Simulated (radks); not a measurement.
Results of a calculation; reference values are marked as such.
Species: Mo38+. Configuration: [He] 2s2. Level of theory: Dirac Kohn-Sham, PBE, spin-unpolarised, spherical densities, finite nucleus; Fermi nuclear charge, rms radius 4.4091 fm (a radial shooting solver on a logarithmic mesh with Libxc functionals).

Normalised radial functions P(r) = r R(r) (large component), r in bohr:

```
   r/bohr * 1s1/2, o 2s1/2 (the largest magnitude, 4.74, reaches the edge; | marks zero, & curves that meet)
 0.002327                             |  o   *
 0.003104                             |  o     *
  0.00414                             |   o       *
 0.005477                             |    o        *
 0.007306                             |     o          *
 0.009744                             |      o             *
    0.013                             |       o               *
   0.0172                             |       o                 *
  0.02293                             |       o                  *
  0.03059                             |     o                   *
  0.04047                             | o                   *
  0.05398                          o  |                *
    0.072                    o        |         *
  0.09603               o             |    *
   0.1271             o               | *
   0.1695                o            *
    0.226                     o       *
   0.2991                          o  *
   0.3989                            o*
```

1s1/2: eigenvalue -23112 eV, 0 radial nodes, <r> = 0.0350 bohr, 90 % of the charge inside 0.0626 bohr. 2s1/2: eigenvalue -5484.6 eV, 1 radial node at r = 0.0461 bohr, <r> = 0.143 bohr, 90 % of the charge inside 0.220 bohr.
